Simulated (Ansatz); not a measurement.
One change: `BC(O)[SiH3]` becomes `O[CH]([AlH2])[SiH3]`.

Ansatz, PBE0-D4/def2-TZVP geometries, multiplicity 1. Each molecule was computed in one conformer, which needn't be the lowest.

```tsv
property	`BC(O)[SiH3]`
HOMO energy (ωB97M-V/def2-TZVPP) / eV	-9.92
HOMO energy (B3LYP/def2-TZVPP) / eV	-7.44
HOMO–LUMO gap (PBE0/def2-TZVPP) / eV	6.47
LUMO energy (PBE0/def2-TZVPP) / eV	-1.20
zero-point energy (PBE0-D4/def2-TZVP) / kJ/mol	202.2
HOMO–LUMO gap (B3LYP/def2-TZVPP) / eV	6.04
```

Q: What does the change do to each property? (An estimate is asked.)

A: Computed: 
| property | `O[CH]([AlH2])[SiH3]` | shift |
| --- | --- | --- |
| HOMO energy (ωB97M-V/def2-TZVPP) / eV | -9.78 | 0.14 |
| HOMO energy (B3LYP/def2-TZVPP) / eV | -7.37 | 0.07 |
| HOMO–LUMO gap (PBE0/def2-TZVPP) / eV | 5.87 | -0.60 |
| LUMO energy (PBE0/def2-TZVPP) / eV | -1.70 | -0.50 |
| zero-point energy (PBE0-D4/def2-TZVP) / kJ/mol | 179.8 | -22.4 |
| HOMO–LUMO gap (B3LYP/def2-TZVPP) / eV | 5.45 | -0.59 |

With PBE0 the HOMO rises by 0.10 eV and the LUMO falls by 0.50 eV, so the gap narrows by about 0.60 eV. PBE moves the HOMO by 0.11 eV and ωB97M-V by 0.14 eV.

B3LYP here is the variant with VWN-RPA as its local correlation; programs differ in this.
